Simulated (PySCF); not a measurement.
# Electric field gradients and quadrupole coupling constants

CH6NOPSi.
Z-matrix (Å and degrees, PBE0-D3(BJ)/def2-SVP geometry), rows numbered from 1:
```
N 
C   1  1.3557
O   2  1.2157  1  123.59
Si  2  1.9336  1  117.63  3   178.52
P   4  2.2704  2  108.72  1    17.16
H   1  1.0149  2  118.89  3    -1.88
H   1  1.0119  2  121.81  3  -176.93
H   4  1.4929  2  107.70  1   -99.18
H   4  1.4894  2  107.97  1   142.16
H   5  1.4273  4   94.47  2    83.86
H   5  1.4265  4   96.00  2   178.99
```

Field gradients from the PBE0/pcSseg-1 density (PySCF, non-relativistic), principal values in atomic units, ordered |Vxx| ≤ |Vyy| ≤ |Vzz|:

```
atom     Vxx     Vyy      Vzz
  N1  0.4391  0.4728  -0.9119
  O3  0.7423  0.8387  -1.5810
```

Question: Find the asymmetry η = (Vxx − Vyy)/Vzz and the couplings χ = eQV/h (234.96 MHz × Q in barn × V in au), with Q(14N) = 0.02044 b, Q(17O) = −0.0256 b.

Answer: 
```tsv
atom	environment	nucleus	η	χzz (MHz)	χxx (MHz)	χyy (MHz)
N1	nitrogen bound to a carbonyl carbon	14N	0.04	-4.379	2.109	2.271
O3	carbonyl oxygen	17O	0.06	9.51	-4.47	-5.04
```

The gradient is axial or nearly so (η below 0.05) at N1. The tensor is traceless: Vxx + Vyy + Vzz = 0.

Question: What is Vzz at O3 in SI units (1 au = 9.71736 × 10²¹ V/m²)?

Answer: -1.5810 au = -15.363 × 10²¹ V/m².

Question: And the gradient at the other heavy atoms, for which no coupling is worked out here?

Answer: 
```json
{"atom": "C2", "environment": "carbonyl carbon", "Vzz (au)": "0.431", "η": "0.56"}
{"atom": "Si4", "environment": "SiH2 silicon", "Vzz (au)": "0.303", "η": "0.42"}
{"atom": "P5", "environment": "three-coordinate phosphorus", "Vzz (au)": "-0.978", "η": "0.42"}
```

Were the hydrogens deuterons (Q(2H) = 0.00286 b), χzz would run from 95 kHz (H8) to 264 kHz (H7 and H6).

Geometry: PBE0-D3(BJ)/def2-SVP, one conformer, isolated molecule. With a basis this small, the couplings can be 20 % off.
